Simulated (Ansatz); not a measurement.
# Nudged elastic band run: CH7NSSi

Input file:

```yaml
crystal:
  periodic: [false, false, false]
  atoms:
    - { symbol: Si, position_ang: [0.083015, -1.075761, -0.60477] }
    - { symbol: S, position_ang: [1.684236, -2.360301, 0.078351] }
    - { symbol: "N", position_ang: [0.321184, 0.542429, -0.049446] }
    - { symbol: C, position_ang: [-0.710272, 1.504208, 0.300978] }
    - { symbol: H, position_ang: [1.247167, 0.948509, -0.154029] }
    - { symbol: H, position_ang: [-1.264171, -1.475837, -0.105851] }
    - { symbol: H, position_ang: [0.133451, -1.304181, -2.081411] }
    - { symbol: H, position_ang: [1.524575, -2.069856, 1.391634] }
    - { symbol: H, position_ang: [-1.654461, 0.979296, 0.517595] }
    - { symbol: H, position_ang: [-0.923461, 2.237565, -0.501825] }
    - { symbol: H, position_ang: [-0.441363, 2.073929, 1.208777] }
basis:
  gaussian: { orbitals: def2-SVP }
hamiltonian:
  xc: b3lyp
neb:
  order_check: false
  images: 6
  f_tol: 0.05
  max_iterations: 60
  climbing: false
  final_atoms:
    - { symbol: Si, position_ang: [-0.6417496, -0.94725243, -0.70187572] }
    - { symbol: S, position_ang: [2.3461868, -1.76536343, 0.07913508] }
    - { symbol: "N", position_ang: [-1.07365004, 0.25023968, 0.26183155] }
    - { symbol: C, position_ang: [-1.02839491, 1.67755729, 0.2700219] }
    - { symbol: H, position_ang: [2.66316996, -0.45804879, 0.2219846] }
    - { symbol: H, position_ang: [-0.97078806, -2.32889439, -0.28735132] }
    - { symbol: H, position_ang: [-0.13795398, -0.87252903, -2.11061187] }
    - { symbol: H, position_ang: [1.92911013, -1.8598003, 1.36262293] }
    - { symbol: H, position_ang: [-2.0368211, 2.09597439, 0.4566894] }
    - { symbol: H, position_ang: [-0.64861197, 2.15854518, -0.65698798] }
    - { symbol: H, position_ang: [-0.40059724, 2.04957182, 1.10454444] }
  initial_path:
    images:
      - { positions_ang: [[0.083015, -1.075761, -0.60477], [1.684236, -2.360301, 0.078351], [0.321184, 0.542429, -0.049446], [-0.710272, 1.504208, 0.300978], [1.247167, 0.948509, -0.154029], [-1.264171, -1.475837, -0.105851], [0.133451, -1.304181, -2.081411], [1.524575, -2.069856, 1.391634], [-1.654461, 0.979296, 0.517595], [-0.923461, 2.237565, -0.501825], [-0.441363, 2.073929, 1.208777]] }
      - { positions_ang: [[-0.02843977, -1.07444381, -0.6376054], [1.7880637, -2.11426077, 0.07759663], [0.22249354, 0.4874982, -0.00476164], [-0.70551695, 1.53585031, 0.28771654], [1.24871382, 0.7001026, 0.00423967], [-1.2199313, -1.66631775, -0.11304933], [0.03336979, -1.28983476, -2.10589424], [1.56477135, -2.0329932, 1.35616449], [-1.68945167, 1.12168662, 0.45991014], [-0.79702158, 2.25359709, -0.52407747], [-0.41715092, 2.07911548, 1.19976359]] }
      - { positions_ang: [[-0.13989454, -1.07312662, -0.67044079], [1.89189139, -1.86822054, 0.07684225], [0.12380307, 0.4325674, 0.03992272], [-0.7007619, 1.56749262, 0.27445508], [1.25026063, 0.4516962, 0.16250834], [-1.1756916, -1.85679851, -0.12024765], [-0.06671142, -1.27548852, -2.13037748], [1.6049677, -1.99613041, 1.32069499], [-1.72444233, 1.26407724, 0.40222528], [-0.67058216, 2.26962918, -0.54632993], [-0.39293885, 2.08430196, 1.19075018]] }
      - { positions_ang: [[-0.25134931, -1.07180944, -0.70327619], [1.99571909, -1.6221803, 0.07608788], [0.02511261, 0.3776366, 0.08460708], [-0.69600685, 1.59913493, 0.26119363], [1.25180745, 0.2032898, 0.32077702], [-1.1314519, -2.04727926, -0.12744598], [-0.16679263, -1.26114229, -2.15486072], [1.64516406, -1.95926761, 1.28522548], [-1.759433, 1.40646786, 0.34454042], [-0.54414274, 2.28566126, -0.5685824], [-0.36872677, 2.08948845, 1.18173678]] }
      - { positions_ang: [[-0.35488711, -1.05345107, -0.71714843], [2.09028349, -1.53718922, 0.07619989], [-0.1741494, 0.33589527, 0.12907531], [-0.74145298, 1.62389912, 0.25677133], [1.45409358, 0.00235297, 0.37449325], [-1.08954005, -2.1691446, -0.15337459], [-0.20556477, -1.19947772, -2.15903227], [1.70295479, -1.92925966, 1.28108104], [-1.81405587, 1.56599334, 0.33583962], [-0.50487859, 2.27437272, -0.59074854], [-0.36290309, 2.08600885, 1.16684641]] }
      - { positions_ang: [[-0.45050794, -1.01805152, -0.71205753], [2.17558459, -1.61324729, 0.07717829], [-0.47398294, 0.30734341, 0.17332739], [-0.83710029, 1.64178517, 0.26118818], [1.85711904, -0.15111428, 0.32365703], [-1.04995605, -2.22239453, -0.1980335], [-0.18302784, -1.09049482, -2.14289214], [1.7783399, -1.90610654, 1.30826167], [-1.88831095, 1.74265369, 0.37612288], [-0.55278972, 2.23576354, -0.61282835], [-0.37546781, 2.07386317, 1.14607909]] }
      - { positions_ang: [[-0.54612877, -0.98265197, -0.70696663], [2.2608857, -1.68930536, 0.07815669], [-0.77381649, 0.27879155, 0.21757947], [-0.9327476, 1.65967123, 0.26560504], [2.2601445, -0.30458154, 0.27282082], [-1.01037206, -2.27564446, -0.24269241], [-0.16049091, -0.98151192, -2.12675201], [1.85372501, -1.88295342, 1.3354423], [-1.96256602, 1.91931404, 0.41640614], [-0.60070084, 2.19715436, -0.63490817], [-0.38803252, 2.0617175, 1.12531176]] }
      - { positions_ang: [[-0.6417496, -0.94725243, -0.70187572], [2.3461868, -1.76536343, 0.07913508], [-1.07365004, 0.25023968, 0.26183155], [-1.02839491, 1.67755729, 0.2700219], [2.66316996, -0.45804879, 0.2219846], [-0.97078806, -2.32889439, -0.28735132], [-0.13795398, -0.87252903, -2.11061187], [1.92911013, -1.8598003, 1.36262293], [-2.0368211, 2.09597439, 0.4566894], [-0.64861197, 2.15854518, -0.65698798], [-0.40059724, 2.04957182, 1.10454444]] }
```

Command:

```bash
$ ansatz run input.yaml --threads 2 --pin off --max-ram 3072MiB --backend cpu --events-out ev --progress --plain --runs-dir out
```

Output, in part (warnings, iteration lines, the closing report on the highest movable image, with atoms numbered from 0):

```
NEB end point (image 0): max|allowed force component| = 1.967e-2 eV/Å (the criterion of neb.relax_end_points is 1.000e-2)
NEB end point (image 7): max|allowed force component| = 3.267e-3 eV/Å (the criterion of neb.relax_end_points is 1.000e-2)
NEB iter   1: max|band force component| = 3.446e0 eV/Å  barrier→ = 3.2936 eV  barrier← = 0.7376 eV  Δτ_max = 0.2000 Å  (212 SCF iters)
NEB iter   2: max|band force component| = 1.410e0 eV/Å  barrier→ = 3.0909 eV  barrier← = 0.5349 eV  Δτ_max = 0.2000 Å  (172 SCF iters)
NEB iter   3: max|band force component| = 2.235e0 eV/Å  barrier→ = 2.9058 eV  barrier← = 0.3499 eV  Δτ_max = 0.0987 Å  (168 SCF iters)
NEB iter   4: max|band force component| = 5.546e-1 eV/Å  barrier→ = 2.9336 eV  barrier← = 0.3777 eV  Δτ_max = 0.0604 Å  (161 SCF iters)
NEB iter   5: max|band force component| = 4.578e-1 eV/Å  barrier→ = 2.9164 eV  barrier← = 0.3605 eV  Δτ_max = 0.2000 Å  (148 SCF iters)
NEB iter   6: max|band force component| = 4.366e-1 eV/Å  barrier→ = 2.8498 eV  barrier← = 0.2939 eV  Δτ_max = 0.0997 Å  (164 SCF iters)
NEB iter   7: max|band force component| = 4.652e-1 eV/Å  barrier→ = 2.7927 eV  barrier← = 0.2367 eV  Δτ_max = 0.0502 Å  (157 SCF iters)
NEB iter   8: max|band force component| = 3.327e-1 eV/Å  barrier→ = 2.7990 eV  barrier← = 0.2431 eV  Δτ_max = 0.0502 Å  (149 SCF iters)
NEB iter   9: max|band force component| = 2.011e-1 eV/Å  barrier→ = 2.7515 eV  barrier← = 0.1956 eV  Δτ_max = 0.0500 Å  (152 SCF iters)
NEB iter  10: max|band force component| = 1.830e-1 eV/Å  barrier→ = 2.7032 eV  barrier← = 0.1473 eV  Δτ_max = 0.0501 Å  (148 SCF iters)
NEB iter  11: max|band force component| = 1.574e-1 eV/Å  barrier→ = 2.6793 eV  barrier← = 0.1234 eV  Δτ_max = 0.0499 Å  (149 SCF iters)
NEB iter  12: max|band force component| = 1.078e-1 eV/Å  barrier→ = 2.6433 eV  barrier← = 0.0874 eV  Δτ_max = 0.0501 Å  (149 SCF iters)
NEB iter  13: max|band force component| = 9.697e-2 eV/Å  barrier→ = 2.6385 eV  barrier← = 0.0826 eV  Δτ_max = 0.0501 Å  (150 SCF iters)
NEB iter  14: max|band force component| = 7.585e-2 eV/Å  barrier→ = 2.6342 eV  barrier← = 0.0783 eV  Δτ_max = 0.0499 Å  (150 SCF iters)
NEB iter  15: max|band force component| = 7.827e-2 eV/Å  barrier→ = 2.6533 eV  barrier← = 0.0974 eV  Δτ_max = 0.0250 Å  (150 SCF iters)
NEB iter  16: max|band force component| = 7.447e-2 eV/Å  barrier→ = 2.6289 eV  barrier← = 0.0730 eV  Δτ_max = 0.0250 Å  (144 SCF iters)
NEB iter  17: max|band force component| = 5.197e-2 eV/Å  barrier→ = 2.6265 eV  barrier← = 0.0706 eV  Δτ_max = 0.0250 Å  (147 SCF iters)
NEB iter  18: max|band force component| = 4.884e-2 eV/Å  barrier→ = 2.6250 eV  barrier← = 0.0691 eV  Δτ_max = 0.0000 Å  (307 SCF iters)
Total energy: -21345.94848756 eV, -784.4491381144 hartree
Atom 0 at    -0.610689    -0.991181    -0.747847 Å, force    -0.068044     0.024556    -0.008585 eV/Å
Atom 1 at     2.405332    -1.197126     0.273490 Å, force     0.042640     0.005239     0.031690 eV/Å
Atom 2 at    -0.837811     0.226831     0.265298 Å, force    -0.082426    -0.000116    -0.044111 eV/Å
Atom 3 at    -0.839472     1.656201     0.175074 Å, force    -0.017626     0.000898     0.000687 eV/Å
Atom 4 at     1.509023    -0.381090     0.886954 Å, force     0.134820    -0.052586     0.023379 eV/Å
Atom 5 at    -0.798176    -2.369153    -0.243704 Å, force    -0.000979     0.003179     0.004270 eV/Å
Atom 6 at    -0.365206    -0.944406    -2.222998 Å, force     0.006748    -0.006469    -0.010586 eV/Å
Atom 7 at     2.088851    -2.236585     1.079493 Å, force     0.008252    -0.003547     0.005349 eV/Å
Atom 8 at    -1.833173     2.056538     0.452272 Å, force    -0.008676     0.031879     0.004920 eV/Å
Atom 9 at    -0.586706     2.077748    -0.820157 Å, force    -0.015159     0.012618    -0.007848 eV/Å
Atom 10 at    -0.132073     2.102223     0.902127 Å, force     0.000451    -0.015652     0.000837 eV/Å
Dipole moment:     0.106528    -0.188547    -0.066568 e Å
```

The forces met the threshold. Neighbouring images differ by up to 2.3 eV, so the band resolves the path poorly. No image climbed, so the highest image needn't sit at the top of the path. The orbitals stay closed-shell, which can raise the energy where a bond breaks towards radicals; this wasn't checked here.

Final band (atoms are numbered from 1 in the order of the input):

| image | path coordinate (Å) | energy (kJ/mol) | Si1–S2 (Å) | N3–H5 (Å) | S2–H5 (Å) |
| --- | --- | --- | --- | --- | --- |
| 0 | 0.00 | 0.0 | 2.16 | 1.02 | 3.35 |
| 1 | 0.94 | 2.5 | 2.16 | 1.02 | 3.15 |
| 2 | 1.89 | 9.7 | 2.17 | 1.02 | 3.02 |
| 3 | 2.83 | 28.8 | 2.20 | 1.02 | 2.68 |
| 4 | 3.78 | 253.0 | 2.61 | 1.39 | 1.80 |
| 5 | 4.72 | 253.3 | 3.19 | 2.50 | 1.36 |
| 6 | 5.67 | 247.4 | 3.22 | 3.39 | 1.35 |
| 7 | 6.61 | 246.6 | 3.19 | 3.80 | 1.35 |

Run time: 2.6 min on 2 threads of INTEL(R) XEON(R) PLATINUM 8581C CPU @ 2.10GHz (Emerald Rapids) (shared host), peak memory 0.24 GiB.
